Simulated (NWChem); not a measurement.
System: C$_{2}$H$_{6}$FLa; SMILES [CH3][La]([CH3])[F]

Here is an NWChem input.

```
start job
memory heap 200 mb stack 900 mb global 1100 mb
geometry units angstroms noautoz
  La     0.864612     0.006607    -0.703292
  F      2.719223    -0.021189     0.349235
  C     -0.488449    -1.994131    -0.062451
  H     -0.918747    -2.485240    -0.960059
  H     -1.347320    -1.708091     0.575581
  H      0.071798    -2.773826     0.485851
  C     -0.467888     1.998200     0.005397
  H     -1.331722     1.698243     0.630257
  H     -0.890197     2.526272    -0.874857
  H      0.098730     2.751454     0.583326
end
basis spherical
  La library def2-svp
  F library def2-svp
  C library def2-svp
  H library def2-svp
end
ecp
  La library def2-ecp
end
dft
  xc rpbe cpbe96
  iterations 150
  mulliken
end
task dft energy
```

The geometry was optimised at PBE0/def2-SVP. No frequency run checked for a minimum. def2 effective core potentials on La; no spin-orbit coupling.

Question: What results follow from this input? (RPBE/def2-SVP with def2 effective core potentials on La.) Quantities: energy (Ha); highest occupied level (eV); orbital gap (eV); dipole (D).

Answer: 
- energy (Ha): -211.21
- highest occupied level (eV): -4.91
- orbital gap (eV): 2.54
- dipole (D): 4.66
